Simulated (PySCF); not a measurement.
**Computed structure and properties of Er(SH)3**

System: Er(SH)3 (singlet in the valence; each metal's 4f electrons, 11 of them, lie in its core potential, out of spins and levels); start: displaced along the imaginary mode (C3). Method: PySCF 2.14.0, RKS PBE0, Er lcecp-1-SVP with ECP57, S def2-SVP, H def2-SVP; non-relativistic Hamiltonian with scalar-relativistic core potentials where named; density fitting; no spin-orbit coupling.

Input of the relaxation:

```python
mol = gto.M(atom='''
Er     0.00000     0.00000    -0.29460
S      2.44456    -0.00691     0.45371
H      2.15103     0.25002     1.77423
S     -1.21630     2.12050     0.45371
H     -1.29204     1.73783     1.77423
S     -1.22826    -2.11360     0.45371
H     -0.85899    -1.98785     1.77423''',
    basis={'Er': 'lcecp-1-SVP', 'S': 'def2-SVP', 'H': 'def2-SVP'},
    ecp={'Er': 'lcecp-1-SVP'},
    charge=0, spin=0)
mf = dft.RKS(mol, xc='PBE0')
mf.grids.atom_grid = (50, 194)  # f atoms: unpruned, at least (60, 302)
mf = mf.density_fit()  # fitting sets: Er AutoAux, S def2-universal-JKFIT, H def2-universal-JKFIT
mf.conv_tol = 1e-08; mf.max_cycle = 55
mf.kernel(dm0)  # dm0: converged density of the start geometry
# quasi-Newton relaxation in Cartesian coordinates to a largest gradient under 0.00045 Eh/bohr, steps kept in the point group
```

Run from Python with OMP_NUM_THREADS=2; the lines above give its settings. Where DIIS fails, smearing, a level shift and second-order steps follow.
It took 110 s on 2 threads of Arm Neoverse V1, with other jobs on the host, from the converged density of the start.

Course of the relaxation:

| step | energy above end (eV) | largest force component within the symmetry (eV/Å) |
| --- | --- | --- |
| 0 | 0.4242 | 0.583 |
| 1 | 0.3816 | 0.190 |
| 2 | 0.3287 | 0.564 |
| 3 | 0.2970 | 0.722 |
| 4 | 0.2125 | 0.163 |
| 5 | 0.1925 | 0.663 |
| 6 | 0.1579 | 0.149 |
| 7 | 0.1379 | 0.128 |
| 18 | 0.0131 | 0.076 |
| 19 | 0.0093 | 0.095 |
| 20 | 0.0034 | 0.066 |
| 21 | 0.0005 | 0.058 |
| 22 | 0.0001 | 0.012 |
| 23 | 0.0000 | 0.005 |
(The steps between are left out.)

Relaxed geometry (C3, nearly planar):

```xyz
7

Er    0.0000    0.0000    0.8576
S     2.5169   -0.4236    0.9006
H     2.8352    0.8928    0.9433
S    -0.8916    2.3915    0.9006
H    -2.1908    2.0089    0.9433
S    -1.6253   -1.9679    0.9006
H    -0.6444   -2.9018    0.9433
```

```json
{"contact": "Er1–S2 (SH)", "Å": "2.553"}
{"contact": "Er1–S4 (SH)", "Å": "2.553"}
{"contact": "Er1–S6 (SH)", "Å": "2.553"}
```

On the finer grid (75, 302):

```yaml
HOMO: -7.50 eV
LUMO: -2.44 eV
Dipole_about_the_centre_of_mass: 0.18 D
Set_of_Mulliken_populations_of_Er1_outside_the_core_potential: s 2.40, p 6.38, d 1.37, f 0.03
D3_BJ_dispersion_energy_not_in_the_energies: -0.179 eV
```

```json
{"atom": "Er1", "Mulliken (e)": "0.82", "Löwdin (e)": "-0.09", "spin (e)": "0.00"}
{"atom": "S2", "Mulliken (e)": "-0.39", "Löwdin (e)": "0.00", "spin (e)": "0.00"}
{"atom": "H3", "Mulliken (e)": "0.12", "Löwdin (e)": "0.03", "spin (e)": "0.00"}
{"atom": "S4", "Mulliken (e)": "-0.39", "Löwdin (e)": "0.00", "spin (e)": "0.00"}
{"atom": "H5", "Mulliken (e)": "0.12", "Löwdin (e)": "0.03", "spin (e)": "0.00"}
{"atom": "S6", "Mulliken (e)": "-0.39", "Löwdin (e)": "0.00", "spin (e)": "0.00"}
{"atom": "H7", "Mulliken (e)": "0.12", "Löwdin (e)": "0.03", "spin (e)": "0.00"}
```

The 4f levels lie in the core potential and are missing. Their spin isn't counted.

On the grid (50, 194), as all that follows. Harmonic modes: a minimum within the noise of the softest modes; lowest 28 cm⁻¹ (negative: unstable), highest 2688 cm⁻¹, zero-point energy 0.677 eV.

Taking off one SH (charge -1, singlet; the rest: singlet) in vacuum, both parts rigid, costs 9.27 eV; the small basis without counterpoise inflates it. Most of it is the attraction of opposite charges; other ways to part are cheaper, and one spin state was tried for the rest.

Rigid scan of SH along the line from its metal:

distance to S2 (Å), energy (eV) and a bar:
```
     2.25      0.660 #######
     2.35      0.258 ###
     2.45      0.057 #
     2.55      0.000 
     2.65      0.045 
     2.75      0.161 ##
     2.95      0.522 #####
     3.25      1.194 ############
     3.65      2.078 #####################
     4.15      2.992 ##############################
```

One start shape was tried, so this needn't be the lowest isomer.

An lcecp potential fixes the number of 4f electrons, so in runs with it no electron can move into or out of that shell.
